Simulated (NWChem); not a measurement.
# Correlation energy of 1,1-difluoroethane (C2H4F2)

SMILES: C(C)(F)F
```xyz
8

C     -0.2826     1.3477     0.0000
C     -0.3226    -0.1618     0.0000
F      0.3218    -0.6507    -1.1072
F      0.3218    -0.6507     1.1072
H      0.7727     1.6836     0.0000
H     -0.7881     1.7459    -0.9006
H     -0.7881     1.7459     0.9006
H     -1.3583    -0.5777     0.0000
```
Charge 0, spin multiplicity 1.

Program: NWChem. Structure: optimised with PBE/def2-SVP, a minimum by its harmonic frequencies.

Basis set: 6-31G*. Each correlation energy counts from its own Hartree-Fock reference.

The correlated methods keep 4 core orbitals frozen. The Pople sets run with spherical d functions. Coupled-cluster values serve here as a point of comparison, not as the truth.

Q: One of these methods gave a correlation energy of -596.6 mHa. Which?
A. CR-CCSD[T]
B. CCSD
C. MP2
D. SCS-MP2

A: C, MP2. The others give -580.4 (SCS-MP2), -635.8 (CR-CCSD[T]), -623.6 (CCSD).
